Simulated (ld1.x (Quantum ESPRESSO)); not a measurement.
# Configuration tests for tantalum (TM semilocal)

tantalum (Ta), norm-conserving Troullier–Martins (semilocal form), made with ld1.x (Quantum ESPRESSO) 7.5 (Wu–Cohen, scalar-relativistic). Core [Xe] 4f14, reference 5d4 6s1 6p0. Waves: 6p (bound, empty): rc 3.05 bohr; 5d (bound): rc 1.75 bohr; 6s (bound): rc 2.80 bohr. Local part: the s channel. Core correction: a·sin(br)/r model core, default radius (core density twice the valence density).

Energies are relative to the spin-unpolarised reference configuration 5d4 6s1 6p0; without spin polarisation the order of configurations can differ from experiment.

| valence configuration | charge | ΔE all-electron (eV) | error AE − PS (meV) |
| --- | --- | --- | --- |
| 5d3 6s2 6p0 | 0 | -2.109 | -36 |
| 5d3 6s1 6p0 | +1 | 6.412 | -21 |
| 5d3 6s0 6p0 | +2 | 21.376 | -49 |
| 5d3.5 6s1.5 6p0 | 0 | -1.114 | -7.0 |
| 5d3 6s1.5 6p0 | +0.5 | 1.377 | -26 |
| 5d3 6s1 6p1 | 0 | 2.149 | -43 |
| 5d3 6s0 6p2 | 0 | 6.613 | -60 |

Levels in the configuration 5d3 6s1 6p0:

| level | all-electron (eV) | pseudo (eV) |
| --- | --- | --- |
| 5d | -10.542 | -10.607 |
| 6s | -11.671 | -11.666 |
